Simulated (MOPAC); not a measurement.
Input for MOPAC: PM3 on CH4SSi (SMILES C[Si]S), a point of a torsion scan.

```
PM3 1SCF PRECISE CHARGE=0 THREADS=1
CH4SSi

C     -0.95460315 1    -0.09706990 1    -0.07700408 1
Si     0.06100428 1     1.53129957 1    -0.03119726 1
S      0.31396303 1     1.85348075 1    -2.18993537 1
H     -0.40717432 1    -0.89818489 1    -0.57555672 1
H     -1.90069548 1     0.03510451 1    -0.60375526 1
H     -1.18740492 1    -0.43895928 1     0.92928400 1
H     -0.33642444 1     0.79477408 1    -2.65628049 1
```

Output:

```
*******************************************************************************
 **                                                                           **
 **                              MOPAC v23.2.5                                **
 **                                                                           **
 *******************************************************************************
 ** MOPAC's Digital Object Identifier: https://doi.org/10.5281/zenodo.6511958 **
 **                                                                           **
 ** Please cite the open-source release paper for use of this MOPAC version:  **
 ** J. E. Moussa and J. J. P. Stewart (2026)                                  **
 ** MOPAC: An open-source semiempirical molecular orbital program             **
 ** J. Open Source Softw., 11(119), 8025, https://doi.org/10.21105/joss.08025 **
 *******************************************************************************

                              PM3 CALCULATION RESULTS

 *******************************************************************************
 *  PM3        - The PM3 Hamiltonian to be used
 *
 *
 *
 *                 CHARGE ON SYSTEM = 0
 *
 *
 *
 *  PRECISE    - TIGHTER CRITERIA TO BE USED
 *  1SCF       - DO 1 SCF AND THEN STOP
 *  THREADS=1  - MULTI-THREADING NOT USED
 *  T=         - A TIME OF 172800.0 SECONDS REQUESTED
 *  DUMP=N     - RESTART FILE WRITTEN EVERY 7200.0 SECONDS REQUESTED
 *******************************************************************************
PM3 1SCF PRECISE CHARGE=0 THREADS=1
 CH4SSi

   ATOM   CHEMICAL          X               Y               Z
  NUMBER   SYMBOL      (ANGSTROMS)     (ANGSTROMS)     (ANGSTROMS)

     1       C         -0.95460315  *  -0.09706990  *  -0.07700408  *
     2      Si          0.06100428  *   1.53129957  *  -0.03119726  *
     3       S          0.31396303  *   1.85348075  *  -2.18993537  *
     4       H         -0.40717432  *  -0.89818489  *  -0.57555672  *
     5       H         -1.90069548  *   0.03510451  *  -0.60375526  *
     6       H         -1.18740492  *  -0.43895928  *   0.92928400  *
     7       H         -0.33642444  *   0.79477408  *  -2.65628049  *



          CARTESIAN COORDINATES

    NO.       ATOM           X           Y           Z

     1         C         -0.9546     -0.0971     -0.0770
     2        Si          0.0610      1.5313     -0.0312
     3         S          0.3140      1.8535     -2.1899
     4         H         -0.4072     -0.8982     -0.5756
     5         H         -1.9007      0.0351     -0.6038
     6         H         -1.1874     -0.4390      0.9293
     7         H         -0.3364      0.7948     -2.6563

  H: (PM3): J. J. P. STEWART, J. COMP. CHEM. 10, 209 (1989).
  C: (PM3): J. J. P. STEWART, J. COMP. CHEM. 10, 209 (1989).
 Si: (PM3): J. J. P. STEWART, J. COMP. CHEM. 10, 209 (1989).
  S: (PM3): J. J. P. STEWART, J. COMP. CHEM. 10, 209 (1989).

           Empirical Formula: C H4 Si S  =     7 atoms



      MOLECULAR POINT GROUP   :   Cs


      RHF CALCULATION, NO. OF DOUBLY OCCUPIED LEVELS = 9


 -------------------------------------------------------------------------------
 PM3 1SCF PRECISE CHARGE=0 THREADS=1
 CH4SSi



     1SCF WAS SPECIFIED, SO BFGS WAS NOT USED
     SCF FIELD WAS ACHIEVED


                              PM3 CALCULATION
                                                       MOPAC v23.2.5 Linux




          FINAL HEAT OF FORMATION =         18.80480 KCAL/MOL =      78.67929 KJ/MOL


          COSMO AREA              =        116.75 SQUARE ANGSTROMS
          COSMO VOLUME            =        108.70 CUBIC ANGSTROMS

          IONIZATION POTENTIAL    =          8.483587 EV
          HOMO LUMO ENERGIES (EV) =         -8.484 -2.018
          NO. OF FILLED LEVELS    =          9
          MOLECULAR WEIGHT        =         76.1881         POINT GROUP:  Cs

          MOLECULAR DIMENSIONS (Angstroms)

            Atom       Atom       Distance
            H     6    S     3     4.15198
            H     7   Si     2     2.36011
            H     5    H     4     1.76136


          SCF CALCULATIONS        =          1





   ATOM   CHEMICAL          X               Y               Z
  NUMBER   SYMBOL      (ANGSTROMS)     (ANGSTROMS)     (ANGSTROMS)

     1       C         -0.95460315  *  -0.09706990  *  -0.07700408  *
     2      Si          0.06100428  *   1.53129957  *  -0.03119726  *
     3       S          0.31396303  *   1.85348075  *  -2.18993537  *
     4       H         -0.40717432  *  -0.89818489  *  -0.57555672  *
     5       H         -1.90069548  *   0.03510451  *  -0.60375526  *
     6       H         -1.18740492  *  -0.43895928  *   0.92928400  *
     7       H         -0.33642444  *   0.79477408  *  -2.65628049  *

                             CARTESIAN COORDINATES

   1    C       -0.954603150    -0.097069900    -0.077004080
   2   Si        0.061004280     1.531299570    -0.031197260
   3    S        0.313963030     1.853480750    -2.189935370
   4    H       -0.407174320    -0.898184890    -0.575556720
   5    H       -1.900695480     0.035104510    -0.603755260
   6    H       -1.187404920    -0.438959280     0.929284000
   7    H       -0.336424440     0.794774080    -2.656280490


           Empirical Formula: C H4 Si S  =     7 atoms



      MOLECULAR POINT GROUP   :   Cs


                  EIGENVALUES
 -29.74492 -26.00302 -14.86354 -14.27121 -14.23615 -13.11278 -10.49195 -10.10427
  -8.48359  -2.01791  -1.10819   0.55957   1.38479   3.97321   4.00790   4.24167


              NET ATOMIC CHARGES AND DIPOLE CONTRIBUTIONS

  ATOM NO.   TYPE          CHARGE      No. of ELECS.   s-Pop       p-Pop
    1          C          -0.415179        4.4152     1.18324     3.23194
    2         Si           0.366803        3.6332     1.79908     1.83412
    3          S          -0.153855        6.1539     1.89967     4.25419
    4          H           0.065796        0.9342     0.93420
    5          H           0.065897        0.9341     0.93410
    6          H           0.073624        0.9264     0.92638
    7          H          -0.003086        1.0031     1.00309
 DIPOLE           X         Y         Z       TOTAL
 POINT-CHG.     0.634     1.082     1.712     2.122
 HYBRID        -2.200    -3.587    -1.666     4.526
 SUM           -1.566    -2.505     0.046     2.955


          ATOMIC ORBITAL ELECTRON POPULATIONS

     Atom    s        px        py        pz
    1  C   1.18324   1.06079   1.12779   1.04336
    2 Si   1.79908   0.44766   0.68560   0.70086
    3  S   1.89967   1.57817   1.30330   1.37272
    4  H   0.93420
    5  H   0.93410
    6  H   0.92638
    7  H   1.00309

 **********************
 *                    *
 * JOB ENDED NORMALLY *
 *                    *
 **********************




 == MOPAC DONE ==
```

The run finished.

Cost: around 0.020 core-seconds (rough).
